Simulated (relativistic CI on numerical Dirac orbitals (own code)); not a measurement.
Crystal-field levels of Fe2+, 3d6

Calculated by Dirac-Coulomb-Breit CI, orbitals from a KLI potential per configuration, a model potential for QED, valence Slater integrals scaled by 0.65, one configuration in a parametric crystal field (own radial code).

Field parameters in Wybourne normalisation: D3d B²₀ = −7Dσ, B⁴₀ = −14Dq − 21Dτ, B⁴₃ = −14√(10/7) Dq; D4h B²₀ = −7Ds, B⁴₀ = 21(Dq − Dt), B⁴₄ = 21√(5/14) Dq; Oh B⁴₀ = 21Dq, B⁴₄ = √(5/14) B⁴₀. The field is a parameter set, without covalency.

S and J are read from ⟨S²⟩ = S(S + 1) and ⟨J²⟩ = J(J + 1) of each level; they are not fictitious spins.

D4h, 10Dq = 9450, Ds = 830, Dt = 470 cm⁻¹, the lowest 16 levels:

```
E (cm⁻¹)  Degeneracy  Irrep     S     J
     0.0           2      E  2.00  3.78
     5.9           1     B2  2.00  3.80
     139           1     B1  2.00  3.39
     172           2      E  2.00  3.35
     216           1     A1  2.00  3.36
     258           1     A2  2.00  3.27
     461           2      E  2.00  2.49
     471           1     A1  2.00  2.71
     500           1     A2  2.00  2.52
     545           2      E  2.00  2.48
     563           1     B2  2.00  2.44
    4212           1     B1  2.00  2.91
    4212           1     B2  2.00  2.91
    4219           2      E  2.00  2.77
    4221           1     A1  2.00  2.72
    7294           1     B1  1.00  4.44
```

Oh, 10Dq = 24950 cm⁻¹, the lowest 10 levels:

```csv
E (cm⁻¹),Degeneracy,Irrep,S,J
0.0,1,A1,0.01,4.58
16856,2,E,1.00,4.09
16867,3,T2,1.00,4.05
17140,3,T1,1.01,3.83
17294,1,A1,1.01,3.70
21805,3,T1,0.97,4.17
21897,2,E,1.01,4.08
22180,3,T2,1.01,3.96
22343,1,A2,1.00,3.93
23178,3,T1,0.11,5.16
```

D3d, 10Dq = 14600, Dσ = 680, Dτ = -380 cm⁻¹, the lowest 16 levels:

| E (cm⁻¹) | Degeneracy | Irrep | S | J |
| --- | --- | --- | --- | --- |
| 0.0 | 1 | A1 | 0.05 | 4.62 |
| 1983 | 2 | E | 2.00 | 3.55 |
| 1989 | 1 | A1 | 1.99 | 3.58 |
| 2068 | 1 | A2 | 1.99 | 3.18 |
| 2083 | 2 | E | 1.99 | 3.20 |
| 2134 | 2 | E | 1.99 | 3.10 |
| 2213 | 1 | A1 | 1.98 | 2.75 |
| 2222 | 1 | A2 | 1.99 | 2.75 |
| 2920 | 2 | E | 1.98 | 2.66 |
| 2923 | 2 | E | 1.99 | 2.83 |
| 2923 | 1 | A1 | 1.98 | 2.61 |
| 4934 | 2 | E | 1.03 | 4.04 |
| 5023 | 2 | E | 1.03 | 4.14 |
| 5152 | 1 | A1 | 1.03 | 4.22 |
| 5208 | 1 | A2 | 1.04 | 4.10 |
| 6154 | 2 | E | 1.03 | 3.82 |

The free-ion ground term has S = 2. The field overcomes the spin-pairing energy for Oh, 10Dq = 24950 cm⁻¹; D3d, 10Dq = 14600, Dσ = 680, Dτ = -380 cm⁻¹, where the ground state has lower spin; these fields are assumed values.

Levels of this model without a field, named by their leading LS term (the scale mimics covalency, so terms lie below those of the real free ion): ⁵D4 0, ⁵D3 424, ⁵D2 715, ⁵D1 902, ⁵D0 993, ³H6 14439, ³H5 14681, ³H4 14855 cm⁻¹.
